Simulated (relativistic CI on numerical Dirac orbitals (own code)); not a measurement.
What each ingredient does to the levels of Yb

Base calculation: Dirac-Coulomb-Breit CI, separate exchange-only KLI orbitals for each configuration, a model potential for QED, valence Slater integrals scaled by 0.85, P86 correlation energy added to each configuration.

Configuration list (outside the closed core [Xe]): 4f14 6s2, 4f14 6s 6p, 4f13 6s2 5d, 4f14 6s 5d, 4f13 6s2 6p, 4f14 6s 7s, 4f14 6s 7p, 4f14 6s 6d, 4f14 6s 8s, 4f14 6s 6f, 4f14 6s 6g, 4f13 6s2 7p, 4f14 5d 6p, 4f13 6s2 7s, 4f13 6s2 8s, 4f13 6s2 8p, 4f14 6s 5f, 4f13 6s2 7d, 4f14 6s 8p, 4f14 6s 7d, 4f13 6s2 9s, 4f13 6s2 6f, 4f14 6s 9s, 4f13 6s2 6d, 4f14 6p2, 4f13 5d 6p2, 4f13 6p3, 4f14 5d2, 4f13 5d3, 4f13 5d2 6p, 4f14 6g2, 4f13 5d 6g2, 4f13 6p 6g2. Double excitations out of closed p, d and f shells are left out; levels of such configurations are missing from the list, as are those of other unlisted configurations, and high levels can miss mixing partners. These lack a partner that the ground configuration has and come out too high: 4f13 6s2 7p, 4f13 6s2 7s, 4f13 6s2 8s, 4f13 6s2 8p, 4f13 6s2 7d.

Variants: (1) valence Slater integrals scaled by 0.75; (2) no correlation estimate; (3) QED terms removed; (4) one mean potential for all configurations. Shifts of the energy above 4f13 6s2 5d 3P°_2, in cm⁻¹, for the lowest level and the first level of each name with at least 55 % of one term (blank where a level changes its place among those of its configuration and J or its character, or is not in the variant):

```
            Level     Base    Δ(1)     Δ(2)    Δ(3)      Δ(4)
4f13 6s2 5d 3P°_2      0.0     0.0      0.0     0.0       0.0
    4f14 6s2 1S_0   2083.8  -577.0  +3037.0  +149.5  -34173.7
4f13 6s2 5d 3H°_6   3470.7  -349.7    +10.2    -4.5    +599.3
4f13 6s2 5d 3D°_3   4327.1  -473.2    +53.1    +1.3    -450.6
4f13 6s2 5d 3P°_1   5130.8  -285.2    +27.8   -12.4   +1658.6
4f13 6s2 5d 3F°_4   5396.2  -585.4    +62.3    +1.1    -542.1
4f13 6s2 5d 3G°_5   7055.7  -725.1    +58.0    -4.0    +282.0
 4f13 6s2 6p 3D_3   8419.1  -579.6  -1883.1   -40.0   +8334.0
4f13 6s2 5d 3P°_0  10951.2  -154.4    -15.6   -45.5   +2341.8
 4f13 6s2 6p 3G_5  10975.1  -547.5  -1893.7   -42.3          
 4f13 6s2 6p 3F_4  11724.3  -636.5  -1892.4   -42.1          
4f13 6s2 5d 3H°_4  12670.4  -388.1    +37.7   -39.9    +992.2
4f13 6s2 5d 3D°_1  13925.6  -516.7    +78.1   -32.9          
 4f14 6s 6p 3P°_0  15293.8  -473.2  +1932.8  +190.4  -33362.7
4f13 6s2 5d 3F°_2  15496.9  -638.4    +40.5   -45.6   +1747.7
 4f14 6s 6p 3P°_1  15616.8  -538.0  +2568.9  +149.3  -33106.3
 4f14 6s 6p 3P°_2  17107.0  -542.9  +1925.9  +190.2  -33318.2
 4f13 6s2 6p 3G_3  18650.6  -683.4  -1886.4   -83.1          
 4f13 6s2 6p 3D_1  20733.5  -578.7  -1865.4   -81.7          
 4f13 6s2 6p 3F_2  21550.8  -688.0  -1882.8   -83.6          
  4f14 6s 5d 3D_1  24751.6  -583.6  +2820.2  +201.3  -31413.7
  4f14 6s 5d 3D_2  24804.2  -599.1  +2838.8  +201.5  -31685.1
```

For a near-neutral ion this model can misplace configurations by up to about 10,000 cm⁻¹ (more where the count of f electrons changes) and terms by 10 to 25 % of their spread. Rates follow the energies as ν³ (E1, M1) or ν⁵ (E2), so they and the lifetimes can be off by large factors. The fine structure of a lone outer electron comes out too small, for d and f at times inverted, and misplaced configurations move strength between like terms. 22 of the 47 excited levels that our extract of the measured tables holds in this range could be paired (the sources list more); they are missed by 5678 cm⁻¹ on average and 26581 at most, and levels without a partner can miss by more. Some levels of the ground configuration have no partner and can miss by 10 % or more. The computed lowest level isn't the tabulated ground level, which NIST ASD gives as 4f14 6s2 1S0.

Ionisation energy from the two ground configurations alone: base 5.786 eV; no correlation estimate 5.062 eV; QED terms removed 5.791 eV. The NIST ASD value (measured) is 6.25416 eV. The gap of more than 2 % comes from missing correlation.

LS names give the leading component of a level, which can be under half, so a name can repeat, a term be missing and a line seem to break the LS rules.
